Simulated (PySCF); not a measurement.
Compound: C5H6BF3.
Geometry (PBE0-D3(BJ)/def2-SVP, Å), atoms numbered from 1 in this order:
```
atom  x, y, z in Å
F1     1.737   -1.394    1.119
B2     1.905   -0.300    0.398
F3     3.026    0.370    0.592
C4     0.800    0.218   -0.584
C5     0.087    1.320    0.172
C6    -1.106    0.920    0.622
C7    -1.382   -0.504    0.236
F8    -2.661   -0.682   -0.246
C9    -0.335   -0.789   -0.843
H10    1.279    0.599   -1.502
H11    0.542    2.296    0.360
H12   -1.794    1.508    1.234
H13   -1.279   -1.177    1.109
H14   -0.010   -1.838   -0.864
H15   -0.817   -0.559   -1.805
```

Linear response at wB97X-D/def2-SVPD (PySCF, frozen core in the response, non-relativistic).

Static isotropic polarisability: 68.14 au (10.10 Å³), principal values 58.2, 66.0, 80.2 au.

Problem. What is the polarisability at 1064 nm and at the sodium D line?

Solution. 68.63 au at 1064 nm (+0.7 %), 69.82 au at 589.3 nm (+2.5 %). The rise at 589.3 nm is 3.38 times that at 1064 nm; a pure ω² law gives 3.26. The lowest singlet lies at 192 nm, shorter than both wavelengths.

Problem. What is the isotropic C6 coefficient between two such molecules, C6 = (3/π)∫α(iω)² dω?

Solution. 2169 au (Eh·bohr⁶) by a ten-point quadrature over imaginary frequencies, which is 1300 eV·Å⁶ or 125 J·nm⁶/mol.

Problem. Which effective excitation energy ω̄ makes London's formula C6 = (3/4)α²ω̄ exact here?

Solution. ω̄ = 4·C6/(3α²) = 0.623 Eh = 17.0 eV. A one-pole form α(ω) = α/(1 − ω²/ω̄²) fitted to the 1064 nm value gives 13.7 eV.

Problem. How anisotropic is the static polarisability, by Δα² = ½[(α1 − α2)² + (α2 − α3)² + (α3 − α1)²]?

Solution. Δα = 19.3 au, or 0.28 of the isotropic value.

Problem. What n − 1 at the D line would an ideal gas of it have at 273.15 K and 1 atm (2.6868 × 10¹⁹ cm⁻³), by n − 1 = 2π·N·α′?

Solution. 17.47 × 10⁻⁴, a formal value whether or not that pressure can be reached.

Problem. What three-body coefficient follows from the one-pole estimate C9 = (3/4)·α·C6?

Solution. 111000 au. This is an estimate from the two numbers above, not a computed integral.

Problem. What molar refraction at the D line follows from R = (4π/3)·N_A·α′, with α′ the polarisability volume?

Solution. α′ = 10.35 Å³ gives R = 26.10 cm³/mol, for isolated, non-vibrating species.

Problem. How many electrons N does the Slater–Kirkwood formula C6 = (3/4)·√N·α^(3/2) need to give this C6?

Solution. N = (4·C6/3)²/α³ = 26.4; the species has 68 electrons in all.

Problem. The lowest 6 singlets have (eV, f): 6.47, 0.199; 7.33, 0.042; 7.53, 0.032; 7.74, 0.001; 8.13, 0.015; 8.35, 0.017. What share of the static polarisability do they carry in the sum over states α = Σ f/ω²?

Solution. 4.88 au, 7.2 % of α; the largest term, 3.52 au, is that of the state at 6.47 eV. Their oscillator strengths add up to 0.31. Higher states carry the rest.

One conformer stands for the species.

Note: wB97X-D ran without an empirical dispersion term, which enters the total energy and its gradient alone.
